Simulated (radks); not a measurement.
The numbers below are computed, except where a source is named.
Charge is removed step by step from the 3s down level of the bismuth ion Bi67+, starting from [Ne] 3s(up 1, down 1) 3p4. Level of theory: non-relativistic Kohn-Sham, r2SCAN, spin-polarised, spherical densities, point nucleus; open shells are filled with parallel spins first (spin-orbit coupling, left out, can overturn this in heavy ions); meta-GGA in the generalised Kohn-Sham scheme; relativity is left out, which matters for an element this heavy (a radial shooting solver on a logarithmic mesh with Libxc functionals).

removed (e),E - E(0) (eV),eigenvalue (eV),E minus straight line (eV)
0,0.000,-7807.8,0.000
0.25,1955.6,-7836.6,-10.305
0.5,3918.2,-7864.4,-13.518
0.75,5887.7,-7890.8,-9.938
1,7863.5,-7915.3,0.000

Removing the whole electron costs 7863.5 eV by Delta-SCF, against 7807.8 eV from minus the eigenvalue at the starting occupation. Slater's transition state (half an electron removed) gives 7864.4 eV. Integrating minus the eigenvalue over the occupation (Janak's theorem) gives 7863.5 eV. The mean slope of the eigenvalue, de/dn, is 108 eV per electron.
